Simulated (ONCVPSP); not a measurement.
## Ranking ONCV potentials for calcium

All share these settings but for the change named:

```json
{
 "Element": "calcium",
 "Generator": "ONCVPSP 4.0.1",
 "Type": "optimised norm-conserving Vanderbilt (ONCV)",
 "Functional": "PBE",
 "Relativity": "scalar-relativistic",
 "Frozen core": "[Ne]",
 "Valence charge": "10",
 "Reference configuration": "3s2 3p6 4s2",
 "Partial waves": "3s+4s: rc 2.05 bohr, ncon 3, nbas 7, qcut 6.4 1/bohr, 3 projectors, debl 0.9 Ha; 3p: rc 1.50 bohr, ncon 4, nbas 7, qcut 10.7 1/bohr, 2 projectors, debl 3.7 Ha; d scattering state at 0.13 Ha: rc 1.95 bohr, ncon 3, nbas 7, qcut 4.5 1/bohr, 2 projectors, debl 3.3 Ha; f scattering state at 0.18 Ha: rc 1.60 bohr, ncon 4, nbas 8, qcut 6.3 1/bohr, 2 projectors, debl 1.1 Ha",
 "Local potential": "polynomial inside 1.50 bohr (lpopt 5, dvloc0 4 Ha)",
 "Core correction": "Teter function, fcfact 2.25, rcfact 1.4"
}
```

In the d channel the program set the typed energies aside and used -0.072, 3.228 Ha.

Cutoff: the first of the cutoffs (Ha) at which the residual kinetic energy of the hardest occupied pseudo-wave falls to 1 and 0.1 mHa per electron; the density cutoff is not measured.

The base gives 18 Ha.

Of 5 variants that were run, those that failed, showed a ghost or another fault, or gave nearly equal values are left out.

(1) Rank these variants from softest to hardest (loose cutoff).
A. s: qcut 7.9; p: qcut 13.1; d: qcut 5.5; f: qcut 7.7
B. functional PBEsol; d: rc 1.5, qcut 5.8
C. all radii but the core radius scaled by about 1.27 (s 2.60, p 1.90, d 2.48, f 2.04 bohr); local potential polynomial inside 1.90 bohr (lpopt 5, dvloc0 4 Ha)

Answers

(1) C (14 Ha), B (16 Ha), A (31 Ha).
